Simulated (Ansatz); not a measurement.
`O/C(F)=[CH]\[GeH3]` + H₂ → `F/C=[CH]/[GeH3]` + H₂O  (hydrogenolysis of a C–O bond)

Computed with Ansatz on PBE0-D4/def2-TZVP structures; ΔE is electronic, products minus reactants. CBS: MP2 limit from def2 TZ/QZ plus the TZ coupled-cluster correction, frozen cores. This one scheme is used for every species. Double bonds are as drawn, so ΔE can hold a change between cis and trans. DFT in def2-TZVPP. B3LYP here is the variant with VWN-RPA as its local correlation; programs differ in this. For Ge outer-core shells are correlated without core-valence functions, which leaves a few kJ/mol of doubt a bond. Scalar relativity is left out up to krypton. Each species was taken in one conformer, which may not be the lowest.

Is it downhill or uphill in electronic energy at CCSD(T)/CBS, and by how much? (Best estimate.)

Ansatz gave: Downhill: ΔE = -64.7 kJ/mol.

What do these levels give: PBE0-D4, ωB97M-V, r2SCAN, PBE0, B3LYP, HF/def2-TZVPP, CCSD/def2-TZVPP, HF/def2-QZVPP, MP2/def2-QZVPP, SCS-MP2/def2-QZVPP, HF/CBS(def2), MP2/CBS(def2)? (Estimate.)

Ansatz gave: PBE0-D4 -50.4, ωB97M-V -51.6, r2SCAN -44.3, PBE0 -53.2, B3LYP -57.8, HF/def2-TZVPP -67.4, CCSD/def2-TZVPP -63.9, HF/def2-QZVPP -68.6, MP2/def2-QZVPP -60.9, SCS-MP2/def2-QZVPP -63.7, HF/CBS(def2) -68.7, MP2/CBS(def2) -62.6 kJ/mol.

Largest T1 diagnostic among the species: 0.012.

From PBE to PBE0 (25 % exact exchange), in def2-TZVPP and without D4, ΔE moves by −4.2 kJ/mol. The D4 term adds +5.3 kJ/mol with B3LYP and +2.8 kJ/mol with PBE0; it sums over pairs of atoms, weighted by their polarisabilities, and B3LYP, whose exchange is more repulsive, gets the larger term.
